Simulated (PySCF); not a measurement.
Planning a shielding job on `C/C=C\CNCC`.

Method: GIAO PBE0/pcSseg-1 NMR shielding, non-relativistic, gas phase (PySCF 2.14.0, density-fitted response routines). Geometry: GFN2-xTB, NEB image 2 of 0 to 8. Work: shieldings, density fitting. The command runs a driver script over a list of jobs; the input below is this job's line of settings and its coordinates in Å.

Command:
```bash
OMP_NUM_THREADS=1 python probes_run.py task.json out
```

Input:
```
{"job": {"kind": "nmr", "xc": "PBE0", "basis": "pcSseg-1", "pop": false}, "charge": 0, "multiplicity": 1}
C     -2.166500     0.872300     0.484000
C     -2.020900     0.105000    -0.789600
C     -1.226600    -0.935500    -0.995600
C     -0.269200    -1.541700     0.004000
N      0.793500    -0.665600     0.479800
C      1.418600     0.145600    -0.548800
C      2.683900     0.794700    -0.003200
H     -1.642000     1.826400     0.408100
H     -1.767900     0.322500     1.332500
H     -3.217000     1.090300     0.670000
H     -2.630000     0.467800    -1.608600
H     -1.214100    -1.389100    -1.977600
H      0.214700    -2.408400    -0.459100
H     -0.815800    -1.897800     0.882700
H      0.454300    -0.056800     1.217000
H      1.670900    -0.512400    -1.384800
H      0.742800     0.928600    -0.934400
H      3.120900     1.452700    -0.750000
H      3.408900     0.032100     0.265800
H      2.456100     1.379900     0.885200
```

Hardware: one thread of an AMD EPYC 9R45 (shared host). PySCF's memory limit was set to 1200 MB.

Q: How large is the basis?

A: 184 functions for 56 electrons, with 944 fitting functions; the fitted three-index integrals, 944 × 184 × 185/2 numbers of 8 bytes, come to 120 MiB.

Q: Estimate the wall time.

A: About 16 s. The SCF took 13 cycles.

Q: Estimate the peak memory.

A: About 0.86 GiB. Peak memory is the resident size of the whole Python process, interpreter and libraries included.

The SCF part of the output:
```
coarse grid: 15640 points
cycle   1  E = -290.6907227173  dE =  6.220e-01  |g| = 4.491e-01  |ddm| = 3.776e+00
cycle   2  E = -290.6880291057  dE =  2.694e-03  |g| = 4.779e-01  |ddm| = 8.727e-01
cycle   3  E = -290.7451527394  dE = -5.712e-02  |g| = 5.097e-02  |ddm| = 4.627e-01
cycle   4  E = -290.7455441501  dE = -3.914e-04  |g| = 2.573e-02  |ddm| = 6.536e-02
cycle   5  E = -290.7456833705  dE = -1.392e-04  |g| = 5.811e-03  |ddm| = 2.645e-02
cycle   6  E = -290.7456901936  dE = -6.823e-06  |g| = 1.690e-03  |ddm| = 6.330e-03
final grid: 148080 points
cycle   7  E = -290.7875558930  dE = -5.591e-05  |g| = 9.958e-03  |ddm| = 3.771e-02
cycle   8  E = -290.7875468749  dE =  9.018e-06  |g| = 1.171e-02  |ddm| = 1.828e-02
cycle   9  E = -290.7875808875  dE = -3.401e-05  |g| = 1.496e-03  |ddm| = 1.028e-02
cycle  10  E = -290.7875814187  dE = -5.312e-07  |g| = 3.144e-04  |ddm| = 1.401e-03
cycle  11  E = -290.7875814413  dE = -2.265e-08  |g| = 1.016e-04  |ddm| = 3.479e-04
cycle  12  E = -290.7875814435  dE = -2.132e-09  |g| = 3.786e-05  |ddm| = 1.202e-04
cycle  13  E = -290.7875814438  dE = -3.078e-10  |g| = 4.477e-06  |ddm| = 3.445e-05
converged SCF energy = -290.7875814438
```

On the final grid dE counts from the start density on that grid.

Times come from a shared host and carry two figures at best.
